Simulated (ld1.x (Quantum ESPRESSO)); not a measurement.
Before and after: PAW potential for terbium

* Element: Tb
* Generator: ld1.x (Quantum ESPRESSO) 7.5
* Type: PAW
* Functional: PBEsol
* Relativity: scalar-relativistic
* Frozen core: [Kr] 4d10 4f8
* Valence charge: 11
* Reference configuration: 5s2 5p6 5d1 6s1.75 6p0.25
* Partial waves: 5s (bound): rcut 1.75, rcutus 2.15 bohr; 6s (bound): rcut 1.75, rcutus 2.15 bohr; 5p (bound): rcut 2.40, rcutus 2.80 bohr; 6p (bound): rcut 2.40, rcutus 2.80 bohr; 5d (bound): rcut 1.90, rcutus 2.25 bohr; 5d channel at 1 Ry: rcut 1.90, rcutus 2.25 bohr
* Local potential: all-electron potential smoothed inside 2.05 bohr (lloc = -2)
* Core correction: Bessel-smoothed model core inside 1.85 bohr
* Augmentation charge: BESSEL, radius 1.60 bohr

Change: all radii but the core radius scaled by about 1.04 (s 2.24, p 2.90, d 2.34 bohr, rcut 1.82/2.50/1.98); local potential all-electron potential smoothed inside 2.12 bohr (lloc = -2); augmentation BESSEL, radius 1.66 bohr.

Cutoffs: the cutoffs (Ry, on a coarse ladder) from which the occupation-weighted sum of valence levels, in a spherical-Bessel basis at the reference potential, stays within 10 and 1 mRy of its value at 400 Ry; they do not see the model core or the augmentation charge, which bear on the density cutoff. Errors are all-electron minus pseudo energies relative to the spin-unpolarised reference configuration.

Problem. Predict the effect on cutoff, ghosts and configuration errors.

Solution. The potential gets softer (18 Ry and 25 Ry → 18 Ry and 21 Ry); the number of tests that count goes from 6 to 5 (the test run of the changed file stopped, so its transferability is not established); the errors of the 5 common tests hardly move; neither file shows a bound ghost at the reference potential, the only one tested. A larger radius leaves more room for a smooth pseudo-wave, so fewer plane waves are needed.

```tsv
quantity	base	changed
cutoff, loose	18 Ry	18 Ry
cutoff, tight	25 Ry	21 Ry
bound ghosts	none	none
tests counted (converged, no solver errors)	6 of 7	5 of 7 (the test run stopped)
error for 5s2 5p6 5d1 6s2 6p0, meV [ΔE -0.73 eV]	+0.4	+0.5
error for 5s2 5p6 5d1 6s1 6p0, meV [ΔE 6.04 eV]	-3.1	-3.1
error for 5s2 5p6 5d1 6s0 6p0, meV [ΔE 18.25 eV]	-20	-20
error for 5s2 5p6 5d2 6s1 6p0, meV [ΔE 1.21 eV]	-8.4	-8.5
error for 5s2 5p6 5d1 6s1.5 6p0, meV [ΔE 2.00 eV]	-0.6	-0.6
lowest overlap eigenvalue by channel	s 0.08, p 0.11, d 0.94	s 0.06, p 0.10, d 0.91
```

Base: Tests not counted: 5s1 5p6 5d1 6s2 6p0 (solver errors, printed error -627 eV). Changed file: Tests not counted: 5s1 5p6 5d1 6s2 6p0 (solver errors, printed error -627 eV).
